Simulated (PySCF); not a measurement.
Species: WF6 (singlet state).
Bonds: F1–W2, W2–F3, W2–F4, W2–F5, W2–F6, W2–F7.

Theory: PBE0-D3(BJ)/def2-SVP geometry optimisation, gas phase, def2 core potentials past Kr in PySCF 2.14.0.

Question: How far are the bound atoms from W2?

Answer: 6 atoms: F1 1.839 Å, F4 1.839 Å, F6 1.839 Å, F7 1.839 Å, F3 1.839 Å, F5 1.839 Å.

Question: List the angles at W2.

Answer: 
| angle | degrees | distance of the outer atoms (Å) |
| --- | --- | --- |
| F4–W2–F6 | 179.8 | 3.68 |
| F1–W2–F5 | 179.7 | 3.68 |
| F3–W2–F7 | 179.6 | 3.68 |
| F1–W2–F3 | 90.5 | 2.61 |
| F6–W2–F7 | 90.2 | 2.61 |
| F5–W2–F6 | 90.1 | 2.60 |
| F4–W2–F5 | 90.1 | 2.60 |
| F3–W2–F4 | 90.0 | 2.60 |
| F1–W2–F4 | 90.0 | 2.60 |
| F4–W2–F7 | 90.0 | 2.60 |
| F1–W2–F7 | 90.0 | 2.60 |
| F3–W2–F6 | 89.9 | 2.60 |
| F1–W2–F6 | 89.9 | 2.60 |
| F3–W2–F5 | 89.8 | 2.60 |
| F5–W2–F7 | 89.7 | 2.60 |

Question: What is the shape at W2?

Answer: Octahedral: the three widest angles are 179.8°, 179.7° and 179.6°, the others run from 89.7° to 90.5°.

Question: What are the rotational constants (commonest isotopes, rigid rotor)?

Answer: A = 1968, B = 1967, C = 1964 MHz: a spherical top.

Point group: Oh (tolerance 0.08 Å). Charge 0, singlet. PBE0-D3(BJ)/def2-SVP frequencies: not computed here.
